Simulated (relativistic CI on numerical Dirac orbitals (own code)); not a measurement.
## Sensitivity of the levels of Pt II to α and to the nuclear radius

Calculated at this level of theory: Dirac-Coulomb-Breit CI, separate exchange-only KLI orbitals for each configuration, valence Slater integrals scaled by 0.85, P86 correlation energy added to each configuration, derivatives by finite differences, QED left out (own radial code, finite nucleus).

CI space (outside the closed core [Xe] 4f14): 5d⁹, 5d⁸6s, 5d⁸6p, 5d⁷6s6p, 5d⁸6d, 5d⁸5f, 5d⁸6f. Double excitations out of closed p, d and f shells are left out; levels of such configurations are missing from the list, as are those of other unlisted configurations, and high levels can miss mixing partners.

With x = (α/α₀)² − 1 an excitation energy changes as ω = ω₀ + qx; K = 2q/ω₀ is the relative enhancement. Terms are leading LS components, so labels can repeat. The field-shift factor is F = δν/δ⟨r²⟩ for the transition from the lowest level.

Lowest level 5d⁹ ²D5/2.

| Level | ω₀ (cm⁻¹) | q (cm⁻¹) | F (GHz/fm²) |
| --- | --- | --- | --- |
| 5d⁸6s ⁴F9/2 | 5216.4 | -34750 | 55.4 |
| 5d⁹ ²D3/2 | 8188.7 | -93.84 | 12 |
| 5d⁸6s ⁴F7/2 | 10153.1 | -31090 | 54.3 |
| 5d⁸6s ⁴F5/2 | 14396.5 | -28600 | 52.5 |
| 5d⁸6s ⁴F3/2 | 16665.8 | -19810 | 42.2 |
| 5d⁸6s ⁴P5/2 | 17646.5 | -28960 | 54.1 |
| 5d⁸6s ²F7/2 | 20012.0 | -25700 | 48.6 |
| 5d⁸6s ⁴P3/2 | 23013.2 | -26660 | 55.9 |
| 5d⁸6s ⁴P1/2 | 23468.0 | -30050 | 56.5 |
| 5d⁸6s ²F5/2 | 25591.6 | -23370 | 50.3 |
| 5d⁸6s ²P3/2 | 28341.3 | -22420 | 51.1 |
| 5d⁸6s ²G9/2 | 30411.1 | -26260 | 54.1 |
| 5d⁸6s ²G7/2 | 31109.5 | -25200 | 53.6 |
| 5d⁸6s ²D5/2 | 34612.0 | -15190 | 51.6 |
| 5d⁸6s ²P1/2 | 34726.0 | -23990 | 47.8 |
| 5d⁸6s ²P3/2 | 36330.6 | -18620 | 49.1 |
| 5d⁸6p ⁴D°7/2 | 49360.6 | -22170 | 6.18 |
| 5d⁸6p ²G°9/2 | 52574.9 | -20930 | 5.05 |
| 5d⁸6p ⁴D°5/2 | 55440.3 | -20750 | 9.14 |
| 5d⁸6s ²S1/2 | 55616.6 | -20070 | 55.4 |
| 5d⁸6p ²D°3/2 | 55654.4 | -28090 | 14.3 |
| 5d⁸6p ⁴G°11/2 | 58058.2 | -12050 | 2.84 |
| 5d⁸6p ⁴F°9/2 | 58352.0 | -27090 | 21.7 |

For a near-neutral ion this model can misplace configurations by up to about 10,000 cm⁻¹ (more where the count of f electrons changes) and terms by 10 to 25 % of their spread. Rates follow the energies as ν³ (E1, M1) or ν⁵ (E2), so they and the lifetimes can be off by large factors. The fine structure of a lone outer electron comes out too small, for d and f at times inverted, and misplaced configurations move strength between like terms.

Task: Which transition from the lowest level has the largest |K|?

Result: 5d⁸6s ⁴F9/2 at 5216.4 cm⁻¹, K = -13.3.
